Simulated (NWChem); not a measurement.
CH₃ClSe; SMILES Cl[Se]C

Program: NWChem. Structure relaxed at the PBE0/def2-SVP level. Ions are spin-unrestricted doublets at the neutral geometry; other ion states weren't tried.

For level PBE/def2-SVP:

```
Quantity                               Result
-------------------------------------  ------
vertical ionisation energy, ΔSCF (eV)    8.60
−ε(HOMO) (eV)                            5.16
```

Q: How do the values read with level B3LYP/def2-SVP instead?

A: vertical ionisation energy, ΔSCF (eV): 8.80
−ε(HOMO) (eV): 6.14
